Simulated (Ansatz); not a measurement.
```yaml
crystal:
  periodic: [false, false, false]
  atoms:
    - {symbol: C, position_ang: [-2.388108, -0.218442, -0.386792]}
    - {symbol: N, position_ang: [-1.230834, 0.356365, -1.027317]}
    - {symbol: C, position_ang: [-1.400850, 0.473924, -2.454506]}
    - {symbol: Si, position_ang: [0.312081, 0.332459, -0.260778]}
    - {symbol: N, position_ang: [1.324492, 1.294178, -1.273676]}
    - {symbol: N, position_ang: [0.021656, 0.852338, 1.357198]}
    - {symbol: C, position_ang: [-0.916043, 1.903551, 1.664778]}
    - {symbol: C, position_ang: [0.999836, 0.676291, 2.401819]}
    - {symbol: N, position_ang: [1.139237, -1.171615, -0.110276]}
    - {symbol: C, position_ang: [1.980575, -1.714349, -1.148300]}
    - {symbol: C, position_ang: [0.675466, -2.188471, 0.801264]}
    - {symbol: H, position_ang: [-2.220921, -0.331198, 0.685214]}
    - {symbol: H, position_ang: [-3.274524, 0.416470, -0.525033]}
    - {symbol: H, position_ang: [-2.632927, -1.210156, -0.796761]}
    - {symbol: H, position_ang: [-2.219975, 1.165055, -2.697675]}
    - {symbol: H, position_ang: [-0.489204, 0.843747, -2.922822]}
    - {symbol: H, position_ang: [-1.646562, -0.493630, -2.918756]}
    - {symbol: H, position_ang: [0.985717, 2.202760, -1.549022]}
    - {symbol: H, position_ang: [2.303572, 1.350037, -1.040422]}
    - {symbol: H, position_ang: [-1.603476, 2.061815, 0.833803]}
    - {symbol: H, position_ang: [-1.508623, 1.658001, 2.557107]}
    - {symbol: H, position_ang: [-0.406682, 2.858143, 1.868264]}
    - {symbol: H, position_ang: [1.734885, -0.077041, 2.118283]}
    - {symbol: H, position_ang: [0.525394, 0.355360, 3.339692]}
    - {symbol: H, position_ang: [1.540005, 1.611216, 2.616807]}
    - {symbol: H, position_ang: [1.475631, -2.517741, -1.706589]}
    - {symbol: H, position_ang: [2.260784, -0.940476, -1.862328]}
    - {symbol: H, position_ang: [2.899311, -2.144293, -0.725479]}
    - {symbol: H, position_ang: [0.124833, -2.986072, 0.279560]}
    - {symbol: H, position_ang: [1.516083, -2.665056, 1.324861]}
    - {symbol: H, position_ang: [0.011770, -1.760170, 1.553481]}
basis:
  gaussian: {orbitals: def2-TZVP}
total_charge: 1
magnetization: {spin_polarized: true, initial_magnetization: 7}
hamiltonian: {xc: {name: B97M-V}}
accuracy: high
scf: {lower_state_search: light}
output: {forces: true}
```

```sh
$ ansatz run in.yaml --threads 11 --pin off --events-out ev --progress --plain --max-ram 120832MiB --backend cuda --devices 0, --max-vram 75GiB
```

Shortened log:

```
Functional definition: B97M-V
9068 factors; integrals over basis functions are off by at most 1.5e-7 eV
mean field evaluation 1: about -20326.2762 eV, gradient 8.5e1 eV
mean field evaluation 2: about -20232.7134 eV, gradient 1.5e2 eV
mean field evaluation 4: about -20362.1167 eV, gradient 1.8e1 eV
mean field evaluation 8: about -20363.8059 eV, gradient 2.7e0 eV
mean field evaluation 16: about -20363.8538 eV, gradient 5.0e-2 eV
mean field evaluation 32: about -20363.8543 eV, gradient 3.8e-5 eV
mean field -20363.85433316 eV, -748.3578436274 hartree, gradient 4.9e-8 eV, S^2 15.766541; 10 other end points of the search recorded, 0 dependent functions left out
reference -20363.85434368 eV, -748.3578440142 hartree; 52, 45 occupied and 415, 422 virtual orbitals, 9068 factors
Total energy: -20363.85434368 eV, -748.3578440142 hartree
Atom 0 at    -2.388108    -0.218442    -0.386792 Å, force    -0.376093     0.412750     0.822614 eV/Å
Atom 1 at    -1.230834     0.356365    -1.027317 Å, force    -3.506493    -0.747069    -2.062884 eV/Å
Atom 2 at    -1.400850     0.473924    -2.454506 Å, force     0.073688     0.793493    -0.694305 eV/Å
Atom 3 at     0.312081     0.332459    -0.260778 Å, force    -1.833367    -2.416394    -0.964480 eV/Å
Atom 4 at     1.324492     1.294178    -1.273676 Å, force     1.183121     1.352558    -0.814764 eV/Å
Atom 5 at     0.021656     0.852338     1.357198 Å, force     0.292252     2.920677     4.918318 eV/Å
Atom 6 at    -0.916043     1.903551     1.664778 Å, force    -1.017532     0.274012    -0.298179 eV/Å
Atom 7 at     0.999836     0.676291     2.401819 Å, force     0.692410    -0.801989     0.793437 eV/Å
Atom 8 at     1.139237    -1.171615    -0.110276 Å, force     1.326158    -3.446839     0.069002 eV/Å
Atom 9 at     1.980575    -1.714349    -1.148300 Å, force     0.916090     0.351568    -0.430473 eV/Å
Atom 10 at     0.675466    -2.188471     0.801264 Å, force    -0.026582    -0.044597     1.198482 eV/Å
Atom 11 at    -2.220921    -0.331198     0.685214 Å, force     0.089232    -0.102938    -0.205404 eV/Å
Atom 12 at    -3.274524     0.416470    -0.525033 Å, force     0.028635     0.149426    -0.373053 eV/Å
Atom 13 at    -2.632927    -1.210156    -0.796761 Å, force     0.381522    -0.020677    -0.233907 eV/Å
Atom 14 at    -2.219975     1.165055    -2.697675 Å, force    -0.063686    -0.066924     0.126959 eV/Å
Atom 15 at    -0.489204     0.843747    -2.922822 Å, force    -0.112962    -0.047102     0.100555 eV/Å
Atom 16 at    -1.646562    -0.493630    -2.918756 Å, force     0.088694    -0.162691     0.383815 eV/Å
Atom 17 at     0.985717     2.202760    -1.549022 Å, force    -0.600614     1.851068    -1.151285 eV/Å
Atom 18 at     2.303572     1.350037    -1.040422 Å, force     2.333029    -0.092557    -0.056530 eV/Å
Atom 19 at    -1.603476     2.061815     0.833803 Å, force     0.106078     0.037380    -0.022610 eV/Å
Atom 20 at    -1.508623     1.658001     2.557107 Å, force     0.332290    -0.234750    -0.037689 eV/Å
Atom 21 at    -0.406682     2.858143     1.868264 Å, force     0.233820    -0.321720    -0.109933 eV/Å
Atom 22 at     1.734885    -0.077041     2.118283 Å, force    -0.005498     0.051496    -0.052525 eV/Å
Atom 23 at     0.525394     0.355360     3.339692 Å, force    -0.068425     0.196599    -0.294027 eV/Å
Atom 24 at     1.540005     1.611216     2.616807 Å, force    -0.290434    -0.008142    -0.268229 eV/Å
Atom 25 at     1.475631    -2.517741    -1.706589 Å, force    -0.364416     0.128088     0.246542 eV/Å
Atom 26 at     2.260784    -0.940476    -1.862328 Å, force    -0.062101    -0.100391     0.113535 eV/Å
Atom 27 at     2.899311    -2.144293    -0.725479 Å, force    -0.049143    -0.036901     0.208930 eV/Å
Atom 28 at     0.124833    -2.986072     0.279560 Å, force     0.021367     0.233676    -0.380774 eV/Å
Atom 29 at     1.516083    -2.665056     1.324861 Å, force     0.262796    -0.046495    -0.261162 eV/Å
Atom 30 at     0.011770    -1.760170     1.553481 Å, force     0.016167    -0.054613    -0.269975 eV/Å
Dipole moment:     0.002996     0.150466     0.263391 e Å
```

(1) What is wrong with this run?

Answers

(1) The spin is set far too high for this molecule. The run converged. The result belongs to that input, not to the molecule as meant.
